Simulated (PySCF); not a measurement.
Structure problem from calculated spectra and properties.

Formula: C7H8FNSi.

* UV, strongest line: among the 10 lowest singlet transitions: S7 at 6.34 eV (196 nm, f = 0.064) [TDDFT CAM-B3LYP/def2-SVPD]
* Triplet: lowest triplet excitation (Tamm–Dancoff): 4.16 eV [TDA CAM-B3LYP/def2-SVPD]
* Rotational structure: rotational constants A, B, C: 1.803, 0.803, 0.787 GHz [PBE0-D3(BJ)/def2-SVP]
* 13C NMR: chemical shifts (computed TMS as zero) by class: 158.6 (1 C), 118.0 (1 C), 115.3 (1 C), 105.7 (1 C), 93.3 (1 C), 86.0 (1 C), -0.9 (1 C) ppm [GIAO PBE0/pcSseg-1]
* 1H NMR: chemical shifts (computed TMS as zero) by class: 6.20 (1 H), 6.08 (1 H), 5.74 (1 H), 4.95 (1 H), 2.48 (1 H), 0.63 (3 H) ppm [GIAO PBE0/pcSseg-1]
* Valence photoelectron: vertical ionisation energy: 8.10 eV [ΔSCF CAM-B3LYP/def2-SVPD]
* Polarisability: 109.0 au [CAM-B3LYP/def2-SVPD]
* UV, first state: lowest singlet excitation: 5.69 eV (218 nm, f = 0.005) [TDDFT CAM-B3LYP/def2-SVPD]

Electronic properties: PySCF, gas phase, density fitting. Levels stand in brackets. Geometry: PBE0-D3(BJ)/def2-SVP, one conformer, isolated molecule. NMR values are class means; diastereotopic atoms form classes of their own.

Task: Give a SMILES that accounts for the data.

Result: Numbering: `[CH:1]#[C:2][Si@H:3]([CH3:4])[n:5]1[cH:6][cH:7][cH:8][c:9]1[F:10]`. Its formula, C7H8FNSi, gives 5 degrees of unsaturation: 1 ring and 4 π bonds in the structure found (Kekulé form). 7 carbons fall into 7 classes; from least to most shielded: aromatic C–F carbon [C9] (158.6 ppm), aromatic CH next to a ring nitrogen [C6] (118.0 ppm), aromatic CH carbon [C7] (115.3 ppm), terminal alkyne carbon [C1] (105.7 ppm), aromatic CH carbon [C8] (93.3 ppm), alkyne carbon [C2] (86.0 ppm), Si-methyl carbon [C4] (-0.9 ppm). Hydrogen classes from least to most shielded: 1 H on an aromatic CH carbon, C7 (6.20 ppm), 1 H on an aromatic CH next to a ring nitrogen, C6 (6.08 ppm), 1 H on an aromatic CH carbon, C8 (5.74 ppm), 1 H on an SiH silicon, Si3 (4.95 ppm), 1 H on a terminal alkyne carbon, C1 (2.48 ppm), 3 H on an Si-methyl carbon, C4 (0.63 ppm, a mean of values up to 0.8 ppm apart in this geometry). The first electron is taken from the HOMO, whose largest Löwdin shares are 0.28 on the aromatic CH next to a ring nitrogen, 0.22 on the aromatic C–F carbon and 0.15 on each of 2 atoms of one kind (aromatic CH carbon). The optimised geometry has point group C1 and is an asymmetric top. Structure: `C#C[Si@H](C)n1cccc1F`. Computed isomers that give other values at the same levels: `FCC#C[SiH2]n1cccc1` (13C chemical shifts (computed TMS as zero) by class: 127.6 (2 C), 118.6 (2 C), 112.7 (1 C), 92.1 (1 C), 70.7 (1 C) ppm); `CC#Cc1ccn([SiH3])c1F` (13C chemical shifts (computed TMS as zero) by class: 160.8 (1 C), 121.0 (1 C), 117.3 (1 C), 94.5 (1 C), 91.9 (1 C), 75.6 (1 C), 5.7 (1 C) ppm); `Fc1cccc(/C=N\[SiH3])c1` (13C chemical shifts (computed TMS as zero) by class: 177.1 (1 C), 170.4 (1 C), 141.9 (1 C), 136.2 (1 C), 134.0 (1 C), 123.9 (1 C), 118.2 (1 C) ppm). The assignments are read from this structure; whether some other isomer fits the data as well wasn't checked. The mirror image fits equally.

Shape of the structure used: `[CH:1]#[C:2][Si@H:3]([CH3:4])[n:5]1[cH:6][cH:7][cH:8][c:9]1[F:10]`: C2–Si3–N5–C6 -114°.
